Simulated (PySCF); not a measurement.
**Working out the ionisation energy of P⁺**

P⁺ [Ne] 3s2 3p2 (3P) → P²⁺ [Ne] 3s2 3p1 (2P). Computed with PySCF 2.14 in aug-cc-pCVTZ-DK, with scalar relativity by spin-free X2C-1e. Frozen: nothing. Energies in hartree (1 hartree = 27.21139 eV):

| part | P⁺ (lower) | P²⁺ (upper) |
| --- | --- | --- |
| UHF | -341.167976 | -340.464188 |
| CCSD correlation | -0.407881 | -0.389118 |
| (T) | -0.005011 | -0.003845 |

What does Hartree-Fock give?

(-340.464188) − (-341.167976) = 0.703788 hartree = 19.151 eV.

What do CCSD and CCSD(T) give?

The CCSD correlation energies differ by 0.018763 hartree = 0.511 eV and the triples by 0.001166 hartree = 0.032 eV, so CCSD gives 19.662 eV and CCSD(T) 19.694 eV.

A first-order spin-orbit estimate adds -0.007 eV to CCSD(T) (all electrons), giving 19.687 eV against 19.769 eV (semi-empirical (NIST evaluation); NIST Atomic Spectra Database, ionization energies).

What remains against the reference includes basis incompleteness and higher excitations.
